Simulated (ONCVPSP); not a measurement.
**Potentials for Ta compared**

Generated with ld1.x 7.5 (TM, RRKJ, ultrasoft, PAW), atompaw 4.2 or ONCVPSP 4.0.1. The cutoff is in Ry: for ld1.x and atompaw files where the sum of valence levels is converged to 10 mRy in a Bessel basis, for ONCV files where the hardest occupied wave has 1 mHa per electron of residual kinetic energy. The error is the largest all-electron minus pseudo excitation energy over each file’s own four to seven test configurations (ionisations up to +4, promotions, holes and added fractions of an electron), all of which were solved. The labels leave out finer settings (local radius, basis sizes, second energies), which also bear on the numbers. Spin-polarised tests are not counted. The rows are a selection from randomly drawn settings: files with unsolved tests, undetermined cutoffs or missed reference levels are left out.

A true bound ghost makes a file unfit for plane-wave use even where its test errors are small: the radial tests pick states by their node count and pass the ghost by.

| potential | cutoff (Ry) | largest error (meV) | bound ghosts |
| --- | --- | --- | --- |
| ONCV, PBE, scalar-relativistic, rc 1.90/1.60/2.70 (spd), local smoothed, core correction yes, reference 5s2 5p6 5d3 6s1.5, qcut 4.9/8/6.2, projectors 3/2/3 | 44 | -15 | none |
| ONCV, BLYP, scalar-relativistic, rc 1.65/1.90/2.20 (spd), local s, core correction yes, reference 5s2 5p6 5d3, qcut 5.8/9.1/7.3, projectors 0/2/2 | 91 | +1864 | none |
| ONCV, PBE, scalar-relativistic, rc 1.85/1.40/2.50 (spd), local smoothed, core correction no, reference 5s2 5p6 5d3 6s2, qcut 7.1/6.9/5.5, projectors 2/1/3 | 43 | +35 | none |
| ONCV, PBE, scalar-relativistic, rc 1.60/2.10/1.70 (spd), local smoothed, core correction yes, reference 5s2 5p6 5d3 6s2, qcut 6.8/6.6/5.6, projectors 2/2/2 | 37 | -6.8 | none |
| ONCV, PBE, scalar-relativistic, rc 2.05/1.80/2.35/0.75 (spdf), local f, core correction yes, reference 4f14 5s2 5p6 5d3 6s2, qcut 7.2/8.9/6.2/22.8, projectors 2/2/1/0 | 438 | -30 | s, p, d |
| ONCV, LDA (Perdew-Wang 92), fully relativistic, rc 2.00/2.00/2.40 (spd), local smoothed, core correction yes, reference 5s2 5p6 5d3 6s2, qcut 6/8.1/7.4, projectors 2/2/2 | 28 | -35 | none |

Question: Fill in the row for Ta: ONCV, PBE, scalar-relativistic, rc 2.90/2.55/2.50 (spd), local smoothed, core correction no, reference 5d3.5 6s1.5, qcut 1.9/3.9/6.5, projectors 2/2/2.

Answer: cutoff 25 Ry, largest error +85 meV, bound ghosts: p.

Question: Fill in the row for Ta: ONCV, PBEsol, non-relativistic, rc 2.05/1.95/2.45 (spd), local p, core correction no, reference 5s2 5p6 5d3 6s1.5, qcut 6.1/5.6/5.9, projectors 2/0/3.

Answer: cutoff 24 Ry, largest error +386 meV, bound ghosts: none.

Question: Fill in the row for Ta: ONCV, PBE, scalar-relativistic, rc 1.95/1.95/1.95/0.90 (spdf), local smoothed, core correction yes, reference 4f13 5s2 5p6 5d4 6s2, qcut 5.3/8.9/5.3/20.9, projectors 2/2/2/2.

Answer: cutoff 353 Ry, largest error +321 meV, bound ghosts: s.
